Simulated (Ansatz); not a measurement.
Cartesian coordinates in Å:
```
Cl -0.052 -0.837 -2.367
B -0.468 -0.766 -0.663
F 0.788 -0.674 0.221
B 0.468 0.766 0.663
Cl 0.052 0.838 2.367
F -0.788 0.674 -0.221
H -1.249 -1.528 -0.204
H 1.249 1.528 0.203
```

Charge 0, multiplicity 1.

List the r2SCAN/def2-TZVPP orbital energies in eV (Ansatz 0.2.0). (An estimate is asked.)

The calculation gave: Occupied: -2753.71, -2753.71, -668.69, -668.69, -255.12, -255.12, -193.66, -193.66, -193.52, -193.52, -193.50, -193.50, -184.13, -184.13, -34.74, -33.19, -22.28, -22.08, -16.59, -16.34, -15.26, -14.25, -12.49, -12.46, -12.45, -11.56, -10.57, -9.49, -8.96, -8.61, -8.49, -8.17. Lowest empty: -0.68, 1.22, 1.30, 1.74, 1.93, 2.10, 2.34, 2.76.
